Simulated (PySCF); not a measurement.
**Molecular orbitals of TcBr**

r²SCANh at R = 2.501 Å; Tc def2-TZVPP with ECP28, Br def2-TZVPP; scalar-relativistic core potentials (PySCF 2.14). State: ⁷Σ⁺ (septet), unpaired electrons σ ↑↑, π ↑↑, δ ↑↑. Only the outer orbitals are listed, counted within each symmetry, core potentials removing the inner ones.

| spin | orbital | occ. | ε (eV) | on Tc (%) | main shells (%) |
| --- | --- | --- | --- | --- | --- |
| α | 11σ | 1 | -8.00 | 73 | 38 Tc s, 34 Tc d, 27 Br p |
| α | 6π | 1 | -7.30 | 19 | 81 Br p, 16 Tc d |
| α | 6π | 1 | -7.30 | 19 | 81 Br p, 16 Tc d |
| α | 12σ | 1 | -5.27 | 79 | 51 Tc s, 21 Tc p, 21 Br p |
| α | 7π | 0 | -1.44 | 98 | 97 Tc p |
| α | 7π | 0 | -1.44 | 98 | 97 Tc p |
| α | 13σ | 0 | 0.56 | 99 | 86 Tc p |
| β | 5π | 1 | -7.68 | 9 | 90 Br p |
| β | 5π | 1 | -7.68 | 9 | 90 Br p |
| β | 2δ | 0 | -2.99 | 100 | 100 Tc d |
| β | 2δ | 0 | -2.99 | 100 | 100 Tc d |
| β | 11σ | 0 | -2.88 | 95 | 64 Tc d, 31 Tc s |

Which are the highest filled and the lowest empty level, where do they sit, and how wide is the gap?

Highest filled α 12σ at -5.27 eV (in %: 51 Tc s, 21 Tc p, 21 Br p); lowest empty β 2δ at -2.99 eV (in %: 100 Tc d); the gap at r²SCANh is 2.28 eV.

The bond order (Mayer) is 1.04, the ⟨S²⟩ is 12.005 and the charge on Tc (Mulliken, basis-dependent) is 0.41. The charge on Tc (Löwdin, basis-dependent) is 0.11 and the dipole moment (positive dipole means Tc(−)Br(+)) is -2.50 D.

Spin–orbit coupling is left out. The state is the lowest single determinant that the PBE0 search found; with open d or f shells the true ground state can be another one.
